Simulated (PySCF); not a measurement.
Ligands exchanged one at a time, Al NH2-H. Isolated molecules, 0 K electronic values unless said otherwise. Strings in code marks are SMILES.

The four lowest singlet excitations (Tamm–Dancoff). All values below come from PySCF with PBE-D3(BJ)/def2-TZVP // r2SCAN-D4/def2-TZVP. Excitations are Tamm–Dancoff values on a coarser integration grid. The basis has no diffuse functions, so Rydberg states are missing or too high.

| state | energy (eV) | wavelength (nm) | oscillator strength |
|---|---|---|---|
| S1 | 5.31 | 234 | 0.000 |
| S2 | 5.87 | 211 | 0.001 |
| S3 | 6.02 | 206 | 0.099 |
| S4 | 6.17 | 201 | 0.145 |

### Question
Identify which member gives these states.
(A) `[NH2][Al]([NH2])[NH2]`
(B) `[NH2][AlH2]`
(C) `[NH2][AlH][NH2]`

### Answer
C, `[NH2][AlH][NH2]`
